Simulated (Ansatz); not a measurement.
`[CH3][Mo]([CH3])(=[O])=[O]`, relaxed with RKS PBE0-D4/def2-TZVP in Ansatz 0.2.0 from a PBE-D4/def2-SVP geometry. The force threshold is 0.005 eV/Å; the program also tests the step.

Charge 0, multiplicity 1. Mo: def2 effective core potential.

Start:

```xyz
11

C     0.325   -1.769   -0.129
Mo   -0.142    0.072    0.788
C    -0.184    1.669   -0.590
O    -1.672   -0.030    1.511
O     1.024    0.431    1.967
H     0.427   -1.498   -1.209
H     1.285   -2.198    0.220
H    -0.482   -2.522   -0.032
H    -0.482    2.622   -0.106
H    -0.925    1.430   -1.384
H     0.827    1.794   -1.034
```

| step | energy (eV) | largest force (eV/Å) | largest move (Å) |
| --- | --- | --- | --- |
| 1 | -8119.5925 | 1.176 | 0.000 |
| 2 | -8119.6492 | 0.226 | 0.034 |
| 3 | -8119.6525 | 0.031 | 0.013 |
| 4 | -8119.6527 | 0.012 | 0.006 |
| 5 | -8119.6528 | 0.009 | 0.012 |
| 6 | -8119.6529 | 0.021 | 0.026 |
| 7 | -8119.6530 | 0.072 | 0.047 |
| 8 | -8119.6533 | 0.054 | 0.012 |
| 9 | -8119.6536 | 0.178 | 0.118 |
| 10 | -8119.6557 | 0.097 | 0.035 |
| 11 | -8119.6590 | 0.026 | 0.103 |
| 12 | -8119.6606 | 0.123 | 0.093 |
| 13 | -8119.6622 | 0.153 | 0.068 |
| 14 | -8119.6645 | 0.129 | 0.059 |
| 15 | -8119.6670 | 0.090 | 0.081 |
| 16 | -8119.6685 | 0.133 | 0.090 |
| 17 | -8119.6696 | 0.102 | 0.039 |
| 18 | -8119.6706 | 0.019 | 0.034 |
| 19 | -8119.6711 | 0.028 | 0.047 |
| 20 | -8119.6712 | 0.046 | 0.044 |
| 21 | -8119.6714 | 0.014 | 0.010 |
| 22 | -8119.6714 | 0.008 | 0.015 |
| 23 | -8119.6714 | 0.005 | 0.015 |
| 24 | -8119.6714 | 0.005 | 0.003 |

End:

```xyz
11

C     0.294   -1.753   -0.156
Mo   -0.253    0.060    0.745
C    -0.054    1.697   -0.551
O    -1.853   -0.047    1.227
O     0.730    0.311    2.077
H    -0.348   -1.920   -1.028
H     1.340   -1.685   -0.473
H     0.189   -2.601    0.524
H    -0.342    2.636   -0.075
H    -0.695    1.533   -1.423
H     0.992    1.768   -0.867
```

Run time 58 s (4 threads of an Intel Xeon Platinum 8488C on a shared host); peak host memory 0.54 GiB.
